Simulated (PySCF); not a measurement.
HgI (SMILES [I][Hg]), doublet, geometry from GFN2-xTB (such geometries of metal compounds can be far from the true shape) (the spin is typed, not shown lowest) (core potentials on Hg, I), with bond 1-2 at 2.0 times its length; PBE0/def2-SV(P) (PySCF).

PySCF was given this input:
```python
from pyscf import gto, scf, dft

mol = gto.M(
    atom='''
Hg    0.00000000    0.00000000   -4.15749186
I     0.00000000    0.00000000    1.78816854
''',
    basis='def2-sv(p)',
    ecp={'Hg': 'def2-sv(p)', 'I': 'def2-sv(p)'},
    spin=1,
    verbose=4,
)

mf = dft.UKS(mol)
mf.xc = 'pbe0'
mf.init_guess = 'huckel'
mf.kernel()
```

The log (banner, timings and long lists left out):

```
PySCF version 2.14.0

[INPUT] verbose = 4
[INPUT] num. atoms = 2
[INPUT] num. electrons = 45
[INPUT] charge = 0
[INPUT] spin (= nelec alpha-beta = 2S) = 1
[INPUT] symmetry False subgroup None
[INPUT] Mole.unit = angstrom
[INPUT] Symbol           X                Y                Z      unit          X                Y                Z       unit  Magmom
[INPUT]  1 Hg     0.000000000000   0.000000000000  -4.157491860000 AA    0.000000000000   0.000000000000  -7.856520980509 Bohr   0.0
[INPUT]  2 I      0.000000000000   0.000000000000   1.788168540000 AA    0.000000000000   0.000000000000   3.379148805163 Bohr   0.0

nuclear repulsion = 44.5011298425319
number of shells = 21
number of NR pGTOs = 111
number of NR cGTOs = 51
basis = def2-sv(p)
ecp = {'Hg': 'def2-sv(p)', 'I': 'def2-sv(p)'}

******** <class 'pyscf.dft.uks.UKS'> ********
method = UKS
initial guess = huckel
damping factor = 0
level_shift factor = 0
DIIS = <class 'pyscf.scf.diis.CDIIS'>
diis_start_cycle = 1
diis_space = 8
diis_damp = 0
SCF conv_tol = 1e-09
SCF conv_tol_grad = None
SCF max_cycles = 50
direct_scf = True
direct_scf_tol = 1e-13
number electrons alpha = 23  beta = 22
XC library pyscf.dft.libxc version 7.1.2
    S. Lehtola, C. Steigemann, M. J. T. Oliveira, and M. A. L. Marques,  SoftwareX 7, 1–5 (2018)
XC functionals = pbe0
    C. Adamo and V. Barone,  J. Chem. Phys. 110, 6158 (1999)
    M. Ernzerhof and G. E. Scuseria,  J. Chem. Phys. 110, 5029 (1999)
radial grids:
    Treutler-Ahlrichs [JCP 102, 346 (1995); DOI:10.1063/1.469408] (M4) radial grids

becke partition: Becke, JCP 88, 2547 (1988); DOI:10.1063/1.454033
pruning grids: <function nwchem_prune>
grids dens level: 3
symmetrized grids: False
atomic radii adjust function: <function treutler_atomic_radii_adjust>
small_rho_cutoff = 0
Set gradient conv threshold to 3.16228e-05
Initial guess from on-the-fly Huckel, doi:10.1021/acs.jctc.8b01089.
Spherically averaged atomic HF for {'Hg', 'I'}

******** <class 'pyscf.scf.atom_hf.AtomSphAverageRHF'> ********
method = AtomSphAverageRHF
initial guess = minao
damping factor = 0
level_shift factor = 0
DIIS = <class 'pyscf.scf.diis.CDIIS'>
diis_start_cycle = 1
diis_space = 8
diis_damp = 0
SCF conv_tol = 1e-09
SCF conv_tol_grad = None
SCF max_cycles = 50
direct_scf = True
direct_scf_tol = 1e-13
atom = Hg
Set gradient conv threshold to 3.16228e-05
Initial guess from minao.
init E= -140.347531666767
cycle= 1 E= -152.202417479386  delta_E= -11.9  |g|=    0  |ddm|= 15.7
cycle= 2 E= -152.460575647554  delta_E= -0.258  |g|=    0  |ddm|= 3.62
cycle= 3 E= -152.549847820174  delta_E= -0.0893  |g|=    0  |ddm|= 0.85
cycle= 4 E= -152.550354953027  delta_E= -0.000507  |g|=    0  |ddm|= 0.168
cycle= 5 E= -152.55039908232  delta_E= -4.41e-05  |g|=    0  |ddm|= 0.0589
cycle= 6 E= -152.550399497471  delta_E= -4.15e-07  |g|=    0  |ddm|= 0.00655
cycle= 7 E= -152.550399497621  delta_E= -1.5e-10  |g|=    0  |ddm|= 3.37e-05
Extra cycle  E= -152.550399497621  delta_E= -4.26e-13  |g|=    0  |ddm|= 1.4e-06
Atomic HF for atom  Hg  converged. SCF energy = -152.550399497621

******** <class 'pyscf.scf.atom_hf.AtomSphAverageRHF'> ********
method = AtomSphAverageRHF
initial guess = minao
damping factor = 0
level_shift factor = 0
DIIS = <class 'pyscf.scf.diis.CDIIS'>
diis_start_cycle = 1
diis_space = 8
diis_damp = 0
SCF conv_tol = 1e-09
SCF conv_tol_grad = None
SCF max_cycles = 50
direct_scf = True
direct_scf_tol = 1e-13
atom = I
Set gradient conv threshold to 3.16228e-05
Initial guess from minao.
init E= -264.636557067808
cycle= 1 E= -295.856582700366  delta_E= -31.2  |g|=    0  |ddm|= 7.13
cycle= 2 E= -296.456534784314  delta_E= -0.6  |g|=    0  |ddm|= 3.62
cycle= 3 E= -296.500855479371  delta_E= -0.0443  |g|=    0  |ddm|= 0.575
cycle= 4 E= -296.50092027826  delta_E= -6.48e-05  |g|=    0  |ddm|= 0.0452
cycle= 5 E= -296.500922042523  delta_E= -1.76e-06  |g|=    0  |ddm|= 0.00754
cycle= 6 E= -296.500922061485  delta_E= -1.9e-08  |g|=    0  |ddm|= 0.000817
cycle= 7 E= -296.500922061648  delta_E= -1.63e-10  |g|=    0  |ddm|= 8.76e-05
Extra cycle  E= -296.500922061648  delta_E=    0  |g|=    0  |ddm|= 1.3e-06
Atomic HF for atom  I  converged. SCF energy = -296.500922061648

tot grids = 45704
init E= -450.984778116238
cycle= 1 E= -444.868622479101  delta_E= 6.12  |g|= 1.08  |ddm|=  3.6

cycle= 2 E= -388.697021756138  delta_E= 56.2  |g|= 3.12  |ddm|= 12.2

cycle= 3 E= -447.414556242263  delta_E= -58.7  |g|= 1.01  |ddm|= 10.4
cycle= 4 E= -450.810838153542  delta_E= -3.4  |g|= 0.515  |ddm|=   14
cycle= 5 E= -450.619774121838  delta_E= 0.191  |g|= 0.805  |ddm|= 0.598
cycle= 6 E= -450.647330367307  delta_E= -0.0276  |g|= 0.782  |ddm|= 0.127
cycle= 7 E= -450.903009572782  delta_E= -0.256  |g|= 0.444  |ddm|= 0.869

cycle= 8 E= -451.180054438486  delta_E= -0.277  |g|= 0.121  |ddm|= 1.85
cycle= 9 E= -451.19219231405  delta_E= -0.0121  |g|= 0.0491  |ddm|= 0.323
cycle= 10 E= -451.194623685728  delta_E= -0.00243  |g|= 0.00636  |ddm|= 0.21
cycle= 11 E= -451.194648504338  delta_E= -2.48e-05  |g|= 0.00225  |ddm|= 0.0194
cycle= 12 E= -451.194652666039  delta_E= -4.16e-06  |g|= 0.000445  |ddm|= 0.00761
cycle= 13 E= -451.194652832802  delta_E= -1.67e-07  |g|= 7.33e-05  |ddm|= 0.00111
cycle= 14 E= -451.194652837917  delta_E= -5.11e-09  |g|= 2.01e-05  |ddm|= 0.000346
cycle= 15 E= -451.194652838298  delta_E= -3.81e-10  |g|= 2.85e-06  |ddm|= 6.48e-05
Extra cycle  E= -451.194652838317  delta_E= -1.88e-11  |g|= 1.66e-06  |ddm|= 1.38e-05
converged SCF energy = -451.194652838317  <S^2> = 0.75181312  2S+1 = 2.0018123
```
